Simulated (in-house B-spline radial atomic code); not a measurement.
## Se6+: [Ar] 3d10

Level of theory: non-relativistic LDA VWN5, spin-polarised, spherical fractional occupations, point nucleus; calculated with a B-spline radial code for spherical atoms.

Effective charges: Z_r = [3n² - l(l+1)]/(2<r>) from the radius, Z_e = n√(-2ε) from the energy, and Slater's rules. Values are occupation-weighted means over spin.

```json
{"shell": "1s", "electrons": "2", "ε (eV)": "-12371", "<r> (bohr)": "0.04505", "Z_r": "33.30", "Z_e": "30.15", "Slater": "33.70"}
{"shell": "2s", "electrons": "2", "ε (eV)": "-1647.5", "<r> (bohr)": "0.2003", "Z_r": "29.96", "Z_e": "22.01", "Slater": "29.85"}
{"shell": "2p", "electrons": "6", "ε (eV)": "-1490", "<r> (bohr)": "0.1729", "Z_r": "28.92", "Z_e": "20.93", "Slater": "29.85"}
{"shell": "3s", "electrons": "2", "ε (eV)": "-292.25", "<r> (bohr)": "0.5843", "Z_r": "23.10", "Z_e": "13.90", "Slater": "22.75"}
{"shell": "3p", "electrons": "6", "ε (eV)": "-237.91", "<r> (bohr)": "0.5917", "Z_r": "21.13", "Z_e": "12.54", "Slater": "22.75"}
{"shell": "3d", "electrons": "10", "ε (eV)": "-141.04", "<r> (bohr)": "0.6123", "Z_r": "17.15", "Z_e": "9.66", "Slater": "12.85"}
```

The least bound orbital is 3d at -141 eV, and it is also the most diffuse (<r> = 0.6123 bohr).
